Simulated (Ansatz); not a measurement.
Cost and result for the atomization energy of CH$_{3}$BClFZn, SMILES `B[CH](Cl)[Zn][F]` (8 atoms, 7 bonds).

Total charge 0; spin multiplicity 1. For Zn the d shell is correlated and the shells below it are frozen. Scalar relativity is left out up to krypton. All single points use the PBE0-D4/def2-TZVP geometry. It is one conformer, not always the lowest. Program: Ansatz. All runs use 4 threads of an Arm Neoverse V2 on a shared host. Times are those of one run each, without the atoms' runs, and a repeat can differ threefold. Electronic energies, without spin–orbit coupling; frozen cores. CCSD(T)/CBS adds CCSD(T) − MP2 in def2-TZVPP to the MP2 limit, and its time is that of the two runs behind it. T1 = 0.015. With those shells the extrapolation isn't a true limit. B3LYP takes the VWN-RPA correlation (the form of Gaussian; ORCA's B3LYP/G).

CCSD(T)/CBS is a level of theory with its own doubt, some kJ/mol a heavy atom from the limit and from the frozen cores, so smaller differences don't rank the functionals.

```csv
level,functions,wall time,atomization (kcal/mol),difference from CCSD(T)/CBS,per bond
PBE-D4/def2-TZVPP (with forces),241,2.3 s,626.7,17.9,2.6
PBE0-D4/def2-TZVPP,241,3.2 s,614.1,5.3,0.8
B3LYP-D4/def2-TZVPP (with forces),241,5.5 s,603.8,-5.0,-0.7
r2SCAN-D4/def2-TZVPP (with forces),241,5.5 s,619.5,10.7,1.5
B2PLYP/def2-TZVPP,241,6 s,601.4,-7.4,-1.1
ωB97X-V/def2-TZVPP,241,8 s,612.7,3.9,0.6
ωB97M-V/def2-TZVPP (with forces),241,12 s,612.1,3.3,0.5
MP2/def2-QZVPP,431,19 s,624.8,16.0,2.3
CCSD(T)/def2-TZVPP,241,2.9 min,591.7,-17.1,-2.4
CCSD(T)/CBS(def2),–,3.2 min,608.8,0.0,0.0
```

The D4 term adds +6.8 kcal/mol with B3LYP and +3.5 kcal/mol with PBE0; it sums over pairs of atoms, weighted by their polarisabilities, and B3LYP, whose exchange is more repulsive, gets the larger term. In def2-TZVPP, CCSD(T) changes the Hartree–Fock value by +147.1 kcal/mol (the triples alone add +11.5 kcal/mol) and MP2 by +169.5 kcal/mol; breaking electron pairs costs correlation energy, which Hartree–Fock lacks. From PBE to PBE0 (25 % exact exchange), in def2-TZVPP and without D4, the atomization energy moves by −12.0 kcal/mol: exact exchange takes away binding that semilocal exchange gives to molecules.
